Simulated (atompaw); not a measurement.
# Scattering properties, PAW (atompaw) potential for copper (Cu)

atompaw 4.2.0.5 input, output lines left out:

```
Cu 29
GGA-PBE scalarrelativistic loggrid 1500 logderivrange -11 5 401
4 4 3 0 0 0
4 0 0
4 1 0
0 0 0
c
c
v
v
c
v
v
v
2
1.30 1.20 1.15 0.95
n
n
y
7.44
n
custom rrkj vanderbiltortho besselshape
bessel
0.75
1.30
1.30
1.30
0.90
0.90
```

The phase is arctan(r·u′/u) with u = r·R(r), unwrapped; energies in Ry, scanned from -11 to 5 Ry. A pole is an energy at which the radial function vanishes at the test radius. The pseudo phase is shifted by a multiple of π to meet the all-electron one at the reference energy, and phase errors are pseudo minus all-electron; the curves can meet again beyond the range given. Levels narrower than the energy grid can be missing from the lists of poles.

```
channel  radius (bohr)  reference energy (Ry)  poles, all-electron  poles, pseudo  unbroken range about the reference energy with phases within 0.05 rad  phase error 1 Ry above the reference energy (rad)
      s           1.31                  -0.87                -8.20          -8.20                                                              below 4.4                                             -0.000
      p           1.31                  -0.48                -4.81          -4.81                                                        the whole range                                             -0.000
      d           1.31                  -1.00                 0.67           0.67                                                        the whole range                                             +0.000
```

Phases in the s channel:

```json
{"E (Ry)": "-11.00", "all-electron": "1.081", "pseudo": "1.079"}
{"E (Ry)": "-10.76", "all-electron": "1.021", "pseudo": "1.020"}
{"E (Ry)": "-10.52", "all-electron": "0.933", "pseudo": "0.931"}
{"E (Ry)": "-10.28", "all-electron": "0.791", "pseudo": "0.788"}
{"E (Ry)": "-10.04", "all-electron": "0.537", "pseudo": "0.534"}
{"E (Ry)": "-9.80", "all-electron": "0.070", "pseudo": "0.067"}
{"E (Ry)": "-9.56", "all-electron": "-0.558", "pseudo": "-0.559"}
{"E (Ry)": "-9.32", "all-electron": "-1.011", "pseudo": "-1.011"}
{"E (Ry)": "-9.08", "all-electron": "-1.256", "pseudo": "-1.255"}
{"E (Ry)": "-8.84", "all-electron": "-1.394", "pseudo": "-1.394"}
{"E (Ry)": "-8.60", "all-electron": "-1.481", "pseudo": "-1.481"}
{"E (Ry)": "-8.36", "all-electron": "-1.540", "pseudo": "-1.540"}
{"E (Ry)": "-8.12", "all-electron": "-1.583", "pseudo": "-1.583"}
{"E (Ry)": "-7.88", "all-electron": "-1.616", "pseudo": "-1.617"}
{"E (Ry)": "-7.64", "all-electron": "-1.643", "pseudo": "-1.643"}
{"E (Ry)": "-7.40", "all-electron": "-1.665", "pseudo": "-1.665"}
{"E (Ry)": "-7.16", "all-electron": "-1.683", "pseudo": "-1.683"}
{"E (Ry)": "-6.92", "all-electron": "-1.699", "pseudo": "-1.700"}
{"E (Ry)": "-6.68", "all-electron": "-1.714", "pseudo": "-1.714"}
{"E (Ry)": "-6.44", "all-electron": "-1.726", "pseudo": "-1.727"}
{"E (Ry)": "-6.20", "all-electron": "-1.738", "pseudo": "-1.739"}
{"E (Ry)": "-5.96", "all-electron": "-1.749", "pseudo": "-1.750"}
{"E (Ry)": "-5.72", "all-electron": "-1.760", "pseudo": "-1.760"}
{"E (Ry)": "-5.48", "all-electron": "-1.770", "pseudo": "-1.770"}
{"E (Ry)": "-5.24", "all-electron": "-1.779", "pseudo": "-1.780"}
{"E (Ry)": "-5.00", "all-electron": "-1.788", "pseudo": "-1.789"}
{"E (Ry)": "-4.76", "all-electron": "-1.798", "pseudo": "-1.798"}
{"E (Ry)": "-4.52", "all-electron": "-1.807", "pseudo": "-1.807"}
{"E (Ry)": "-4.28", "all-electron": "-1.816", "pseudo": "-1.816"}
{"E (Ry)": "-4.04", "all-electron": "-1.825", "pseudo": "-1.825"}
{"E (Ry)": "-3.80", "all-electron": "-1.834", "pseudo": "-1.834"}
{"E (Ry)": "-3.56", "all-electron": "-1.843", "pseudo": "-1.843"}
{"E (Ry)": "-3.32", "all-electron": "-1.853", "pseudo": "-1.853"}
{"E (Ry)": "-3.08", "all-electron": "-1.862", "pseudo": "-1.863"}
{"E (Ry)": "-2.84", "all-electron": "-1.872", "pseudo": "-1.873"}
{"E (Ry)": "-2.60", "all-electron": "-1.883", "pseudo": "-1.883"}
{"E (Ry)": "-2.36", "all-electron": "-1.894", "pseudo": "-1.894"}
{"E (Ry)": "-2.12", "all-electron": "-1.905", "pseudo": "-1.905"}
{"E (Ry)": "-1.88", "all-electron": "-1.917", "pseudo": "-1.917"}
{"E (Ry)": "-1.64", "all-electron": "-1.929", "pseudo": "-1.929"}
{"E (Ry)": "-1.40", "all-electron": "-1.943", "pseudo": "-1.943"}
{"E (Ry)": "-1.16", "all-electron": "-1.957", "pseudo": "-1.957"}
{"E (Ry)": "-0.92", "all-electron": "-1.972", "pseudo": "-1.972"}
{"E (Ry)": "-0.68", "all-electron": "-1.988", "pseudo": "-1.988"}
{"E (Ry)": "-0.44", "all-electron": "-2.005", "pseudo": "-2.005"}
{"E (Ry)": "-0.20", "all-electron": "-2.023", "pseudo": "-2.023"}
{"E (Ry)": "0.04", "all-electron": "-2.043", "pseudo": "-2.044"}
{"E (Ry)": "0.28", "all-electron": "-2.065", "pseudo": "-2.066"}
{"E (Ry)": "0.52", "all-electron": "-2.089", "pseudo": "-2.090"}
{"E (Ry)": "0.76", "all-electron": "-2.115", "pseudo": "-2.116"}
{"E (Ry)": "1.00", "all-electron": "-2.144", "pseudo": "-2.145"}
{"E (Ry)": "1.24", "all-electron": "-2.176", "pseudo": "-2.178"}
{"E (Ry)": "1.48", "all-electron": "-2.212", "pseudo": "-2.214"}
{"E (Ry)": "1.72", "all-electron": "-2.252", "pseudo": "-2.255"}
{"E (Ry)": "1.96", "all-electron": "-2.296", "pseudo": "-2.300"}
{"E (Ry)": "2.20", "all-electron": "-2.346", "pseudo": "-2.352"}
{"E (Ry)": "2.44", "all-electron": "-2.403", "pseudo": "-2.410"}
{"E (Ry)": "2.68", "all-electron": "-2.467", "pseudo": "-2.477"}
{"E (Ry)": "2.92", "all-electron": "-2.539", "pseudo": "-2.553"}
{"E (Ry)": "3.16", "all-electron": "-2.621", "pseudo": "-2.639"}
{"E (Ry)": "3.40", "all-electron": "-2.713", "pseudo": "-2.736"}
{"E (Ry)": "3.64", "all-electron": "-2.816", "pseudo": "-2.844"}
{"E (Ry)": "3.88", "all-electron": "-2.928", "pseudo": "-2.963"}
{"E (Ry)": "4.12", "all-electron": "-3.048", "pseudo": "-3.090"}
{"E (Ry)": "4.36", "all-electron": "-3.173", "pseudo": "-3.222"}
{"E (Ry)": "4.60", "all-electron": "-3.300", "pseudo": "-3.355"}
{"E (Ry)": "4.84", "all-electron": "-3.425", "pseudo": "-3.484"}
```
